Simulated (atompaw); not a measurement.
**Building the PAW (atompaw) potential for Pr (Z = 59) (PBE, scalar-relativistic).**

| Property | Result |
| --- | --- |
| Element | Pr (Z = 59) |
| Generator | atompaw 4.2.0.5 |
| Type | PAW |
| Functional | PBE |
| Relativity | scalar-relativistic |
| Frozen core | [Kr] 4d10 |
| Valence charge | 13 |
| Reference configuration | 4f3 5s2 5p6 5d0 6s2 6p0 |
| Partial waves | 5s (bound): rc 2.75 bohr; 6s (bound): rc 2.85 bohr; 5p (bound): rc 2.70 bohr; 6p (bound, empty): rc 2.85 bohr; 5d (bound, empty): rc 2.45 bohr; 5d channel at 1 Ry: rc 2.45 bohr; 4f (bound): rc 1.15 bohr; 4f channel at 2.2 Ry: rc 1.15 bohr |
| Local potential | bessel scheme, radius 2.70 bohr |
| Core correction | smooth core density matched at 2.75 bohr |
| Augmentation charge | sinc compensation charge, radius 2.65 bohr; PAW radius 2.85 bohr; waves and projectors: custom polynom2 7 10 vanderbiltortho |

All-electron outer shells of the reference configuration (PBE, scalar-relativistic, ld1.x):

```json
{"shell": "4p", "level (eV)": "-215.23", "outermost node (bohr)": "0.32", "outermost maximum (bohr)": "0.60"}
{"shell": "4d", "level (eV)": "-110.50", "outermost node (bohr)": "0.30", "outermost maximum (bohr)": "0.64"}
{"shell": "5s", "level (eV)": "-39.03", "outermost node (bohr)": "0.74", "outermost maximum (bohr)": "1.35"}
{"shell": "5p", "level (eV)": "-21.47", "outermost node (bohr)": "0.79", "outermost maximum (bohr)": "1.53"}
{"shell": "6s", "level (eV)": "-3.46", "outermost node (bohr)": "1.81", "outermost maximum (bohr)": "3.85"}
{"shell": "5d", "level (eV)": "-2.02", "outermost node (bohr)": "0.91", "outermost maximum (bohr)": "2.28"}
{"shell": "4f", "level (eV)": "-1.25", "outermost node (bohr)": "–", "outermost maximum (bohr)": "0.69"}
{"shell": "6p", "level (eV)": "-1.24", "outermost node (bohr)": "2.18", "outermost maximum (bohr)": "5.13"}
```

Question: Does the generator finish with these settings?

Answer: Yes, a potential is produced.

Question: Is the overlap operator S = 1 + Σ q|β⟩⟨β| positive definite (Bessel basis up to 400 Ry)?

Answer: Yes: its lowest eigenvalue is 0.68 (s channel).

A Bessel basis up to 400 Ry misses an occupied level by 0.18 Ry, so cutoffs and ghosts were not judged.
